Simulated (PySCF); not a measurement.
# Simulated characterisation data

Equivalent nuclei averaged, in vacuum, no relativistic terms, one conformer. σ from GIAO-PBE0/pcSseg-1; GFN2-xTB structure; PySCF 2.14.

δ = σ(ref) − σ, references computed at the same level: TMS for ¹H (31.72 ppm), ¹³C (186.93 ppm). Splittings of carbon signals by F and P are missing where no couplings were computed. Where no couplings were computed, multiplicities follow the n + 1 count of equivalent neighbours, and m marks all less simple cases (inequivalent or close neighbours, rings, F or P nearby). Acid and N–H amide carbonyl carbons lie up to 10 ppm further downfield in solution (hydrogen bonding). Shifts are as computed. Against solution values, carbons near 30 ppm lie about +3 ppm off and those near 130 ppm about +5 ppm. Of 1211 compounds with measured shifts, 218 miss one by over three times the rms of a fit or turn the order of signals round; such compounds aren't used in these exercises. OH and NH positions are gas-phase values without hydrogen bonding to other molecules.

Compound 1 (C9H12N2). ¹H NMR (400 MHz, computed): δ 7.47 (m, 1H), 6.17 (m, 1H), 5.76 (m, 1H), 5.57 (m, 1H), 5.12 (m, 1H), 5.08 (d, 2H), 1.62 (m, 1H), 1.07 (m, 2H), 0.65 (m, 2H). ¹³C{¹H} NMR (computed): δ 151.1 (C), 142.3 (CH), 141.9 (CH), 122.6 (CH2), 103.5 (CH), 55.9 (CH2), 14.8 (CH2), 11.0 (CH). Structure: SMILES C=CCn1nccc1C1CC1.

Compound 2 (C6H10FNO). ¹H NMR (400 MHz, computed): δ 7.45 (br, 1H), 7.16 (m, 1H), 5.39 (m, 2H), 1.91 (s, 3H), 1.64 (s, 3H). ¹³C{¹H} NMR (computed): δ 167.0 (C), 127.5 (CH), 110.3 (C), 90.7 (CH2), 24.3 (CH3), 19.8 (CH3). Structure: SMILES FC/C(=C\NC(C)=O)C.
